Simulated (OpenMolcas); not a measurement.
**Mo4+: moving or changing the point charges**

Mo4+ among 3 point charges of -2 e arranged as a planar triangle (D3h), 2.05 Å from the ion.
```
   2.0500    0.0000    0.0000  -2.00
  -1.0250    1.7754    0.0000  -2.00
  -1.0250   -1.7754    0.0000  -2.00
```

```yaml
Program: OpenMolcas 26.06
Method: "SS-CASPT2, IPEA 0.25 Eh, imaginary shift 0.1 Eh (closed shells correlated: 4s 4p)"
Basis: ANO-RCC-VDZP [6s5p3d1f]
Scalar_Hamiltonian: DKH2, point nucleus
Active_space: 2 electrons in 5 orbitals (4d)
State_averaging: 2S+1 = 3 even, 10 roots; 2S+1 = 1 even, 15 roots
Spin-orbit_coupling: RASSI with atomic mean-field integrals over the reference wave functions
```

Runs around this geometry, states (labels of D3, the rotations of D3h). Energies in cm-1 above the lowest state or level, χT in cm3 K/mol.

| R (Å) | q (e) | Ground state | First state of that spin | First gap with spin-orbit (degeneracies) | χT at 300 K | First state of another spin |
| --- | --- | --- | --- | --- | --- | --- |
| 2.05 | -1.3 | 3A2 | 3E 730 | 620 (1, 2) | 0.115 | 1E 9720 |
| 1.94 | -2 | 3E | 3A2 700 | 770 (1, 2) | 0.086 | 1A1 7910 |
| 2.05 | -2 | 3E | 3A2 250 | 740 (1, 2) | 0.083 | 1A1 8730 |
| 2.2 | -2 | 3A2 | 3E 92 | 700 (1, 2) | 0.093 | 1E 9700 |

The ground state changes within this set.

Roots that are degenerate in the reference are averaged as groups; the widest CASPT2 spread within a group is 130 cm-1 (the 2-fold group of multiplicity 3 near 10800 cm-1 above the lowest state of its run, R = 1.94, q = -2). Shifts and gaps below about the spread of the groups concerned are not significant. Free-ion shares, where given, are those of the reference states; single-state CASPT2 does not remix them. Spin-orbit coupling mixes the spin-free states strongly: the lowest level takes only 52 % from its leading state, 3A2 (figures for R = 2.05, q = -1.3; the like holds for R = 2.05, q = -2, R = 2.2, q = -2). An orbital doublet at a regular site is open to a Jahn-Teller distortion, which this geometry leaves out (holds for R = 1.94, q = -2; R = 2.05, q = -2). Point charges carry no covalency, so the field is a model and not that of real ligands. No measured value stands beside these numbers.
